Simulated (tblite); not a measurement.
C₅H₁₀OSSi.
Z-matrix (Å and degrees, GFN2-xTB geometry), rows numbered from 1:
```
C 
C   1  1.4891
C   2  1.3285  1  124.94
Si  3  1.8682  2  124.90  1   177.32
O   4  1.6339  3  114.43  2   130.07
C   5  1.4004  4  118.27  3  -114.14
C   6  1.5212  5  110.67  4   -29.29
S   7  1.8206  6  108.39  5    44.34
H   1  1.0875  2  111.26  3     1.36
H   1  1.0900  2  109.74  3  -119.35
H   1  1.0896  2  110.19  3   122.59
H   2  1.0829  1  115.49  3   179.84
H   3  1.0829  2  118.51  1     0.37
H   4  1.4591  3  115.36  2  -105.60
H   6  1.0962  5  108.91  4    91.75
H   6  1.0944  5  107.83  4  -150.15
H   7  1.0899  6  110.82  5   -73.49
H   7  1.0870  6  111.85  5   163.66
```

Computed values, GFN2-xTB/tblite, gas phase, harmonic and unscaled. Against measured fundamentals such values can be off by several per cent, at times by over 20. Modes of hydrogen on silicon can be 10 to 20 % off. One conformer, not necessarily the lowest.

Harmonic wavenumbers (cm⁻¹): 33.1, 67.0, 75.2, 137.0, 164.7, 198.8, 246.8, 261.0, 350.6, 415.2, 495.4, 530.7, 592.1, 683.3, 700.9, 716.1, 766.1, 832.7, 861.2, 981.1, 991.6, 1002.9, 1011.8, 1036.6, 1102.1, 1104.5, 1151.1, 1185.1, 1238.8, 1248.4, 1303.1, 1318.8, 1394.6, 1446.0, 1470.0, 1476.2, 1476.5, 1683.8, 2286.9, 2917.6, 2947.4, 2982.3, 2999.2, 3014.4, 3026.7, 3036.2, 3036.9, 3055.7.

A = 2864, B = 834.2, C = 726.7 MHz; mass 146.022 u (most abundant isotopes); point group C1, symmetry number 1.

Q: Zero-point energy?

A: ½Σν̃ = 30527 cm⁻¹ = 87.28 kcal/mol.

Q: Give the ideal-gas entropy at 400 K and 1 bar in the rigid-rotor, harmonic-oscillator model (classical rotation).

A: Translation 42.33, rotation 30.48, vibration 41.08: S = 113.9 cal/(mol K).

Q: And Cp and H(400 K) − H(0)?

A: Cp = 47.27 cal/(mol K), of which vibrations give 39.32 (their classical limit is 48 R = 95.4); H(400 K) − H(0) = 11.37 kcal/mol without the zero-point energy, 8.19 from vibrations.

Q: Blend soft modes into free rotors: weight 1/[1 + (100 cm⁻¹/ν̃)⁴] for the oscillator and the rest for a rotor with moment μB/(μ + B), μ = h/(8π²ν), B = 10⁻⁴⁴ kg m². What vibrational entropy results?

A: 37.01 cal/(mol K) in place of 41.08, which changes −T·S at 400 K by +1.63 kcal/mol.

Q: Which modes carry the vibrational entropy at 400 K?

A: 33.1 cm⁻¹: 6.22; 67.0 cm⁻¹: 4.82; 75.2 cm⁻¹: 4.59; 137.0 cm⁻¹: 3.41; 164.7 cm⁻¹: 3.06; 198.8 cm⁻¹: 2.70 cal/(mol K); the other 42 give 16.29 together.

Hindered rotation and anharmonicity are outside this model. Other conformers, if any are populated, would add a mixing term that is left out. The structure is chiral; the term R ln 2 for an equal mix with its mirror image is left out.
